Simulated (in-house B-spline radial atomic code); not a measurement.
A fraction x of an electron is removed from 3p in Cu+, starting from [Ar] 3d10 and keeping the highest spin. Method: scalar-relativistic (X2C) HSE06, spin-polarised, spherical fractional occupations, Fermi nucleus of rms radius 3.8823 fm. Calculated with a B-spline radial code for spherical atoms.

Caution: exact exchange at fractional occupations of open shells leaves self-interaction of up to several eV.

| x | E(x) - E(0) (eV) | 3p down level (eV) |
| --- | --- | --- |
| 0 | 0.0000 | -85.401 |
| 0.06 | 5.1479 | -86.199 |
| 0.18 | ? | ? |
| 0.29 | 25.3383 | -89.406 |
| 0.43 | 37.9983 | -91.464 |
| 0.5 | 44.4379 | -92.521 |
| 0.51 | ? | ? |
| 0.64 | 57.5416 | -94.686 |
| 0.77 | 69.9849 | -96.755 |
| 0.92 | 84.6813 | -99.207 |
| 1 | 92.6712 | -100.542 |

(1) What belongs in the row x = 0.18?

(2) What belongs in the row x = 0.51?

(3) Check Janak's theorem between x = 0.29 and 0.43.

Answers

(1) An energy change of 15.5899 eV; 3p down at -87.844 eV.

(2) An energy change of 45.3638 eV; 3p down at -92.674 eV.

(3) The slope of the energy is 90.43 eV; the orbital levels give 90.44 eV (-ε of the emptying orbital, averaged over the two points).
